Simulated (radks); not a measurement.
The numbers below are computed, except where a source is named.
Spin polarisation of the 3p4 shell in Ar2+. Start: [Ne] 3s2 3p(up 2, down 2); electrons of 3p are moved from spin down to spin up, other shells keep equal spins. Level of theory: scalar-relativistic Kohn-Sham, r2SCAN, spin-polarised, spherical densities, finite nucleus; meta-GGA in the generalised Kohn-Sham scheme; Fermi nuclear charge, rms radius of each element as measured or else 0.836 A^(1/3) + 0.57 fm (a radial shooting solver on a logarithmic mesh with Libxc functionals).

moment (Bohr magnetons)  E - E(0) (eV)  e(3p up) (eV)  e(3p down) (eV)  3s down minus up (eV)
0                                0.000        -35.778          -35.778                 0.000
0.5                             -0.101        -36.167          -35.358                  0.856
1                               -0.405        -36.527          -34.906                  1.715
1.5                             -0.912        -36.859          -34.420                  2.580
2                               -1.625        -37.166          -33.895                  3.458

At moment 2 the spin-polarisation energy is -1.625 eV and the 3p exchange splitting 3.271 eV, that is 1.636 eV per Bohr magneton; E = -I m^2/4 would give I = 1.625 eV.
